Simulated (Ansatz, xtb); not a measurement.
## Relative energy of two isomers of C4H8SSe

We compare I, `CC1(S)C[Se]C1`, a singlet, with II, `C1CSC[Se]C1`, a singlet. Both are isolated molecules in the gas phase, relaxed with B3LYP-D3(BJ)/def2-SVP; each stands in its lowest conformer found.

Energies in hartree; the thermal terms are from GFN2-xTB frequencies at re-optimised GFN2-xTB minima (ideal gas, soft modes damped towards free rotors, one conformer each, 298.15 K, 1 atm) and include the zero-point energy:

```
                               I            II
E, CCSD(T)/def2-SVP  −2953.964090  −2953.972107
    E, MP2/def2-SVP  −2953.872715  −2953.880930
  E, MP2/def2-TZVPP  −2954.686964  −2954.697448
  zero-point energy      0.106571      0.110249
       H(298 K) − E      0.115139      0.118218
       G(298 K) − E      0.073847      0.077968
```

**Question.** Correct the CCSD(T) difference for the basis set by the MP2 change, then work out ΔE, ΔE₀, ΔH and ΔG for I → II in kcal/mol (1 Eh = 627.51 kcal/mol) and the equilibrium ratio [II]/[I].

**Answer.** 1. Differences II − I: CCSD(T) −0.008017, MP2 in the small set −0.008215, MP2 in the large set −0.010484 Eh.
2. ΔE = −0.008017 + (−0.010484 − (−0.008215)) = −0.010286 Eh = −6.45 kcal/mol.
3. ΔE₀ = ΔE + ΔZPE = −0.010286 + (+0.003678) Eh = −4.15 kcal/mol.
4. ΔH = ΔE + (+0.003079) Eh = −4.52 kcal/mol.
5. ΔG = ΔE + (+0.004121) Eh = −3.87 kcal/mol, so ΔS = (ΔH − ΔG)/T = −9.2 J/(mol K).
6. kT = 0.9442 mEh, so K = [II]/[I] = exp(−ΔG/kT) = exp(+6.53) ≈ 690.

Structure II is favoured at this temperature. An error of 1 kcal/mol in ΔG would change K by a factor of 5.4. Mirror images and further conformers aren't counted.

As drawn, II has 1 C–S, 1 C–H in place of 1 C–C, 1 S–H. Structure I has a 4-membered ring, II a 6-membered ring.

Other levels gave ΔE = −2.7 (GFN2-xTB); −19.6 (HF/STO-3G, GFN2-xTB geometries); −8.2 (r2SCAN-D4/def2-SVP, GFN2-xTB geometries); −8.6 (B3LYP-D3(BJ)/def2-SVP); −7.4 (HF/def2-SVP); −5.2 (MP2/def2-SVP); −5.0 (CCSD(T)/def2-SVP) kcal/mol. The correlated steps freeze 18 core orbitals; the filled d shell of Se is correlated, in a basis made for valence electrons. Programs: Ansatz 0.2.0, xtb 6.7.1.
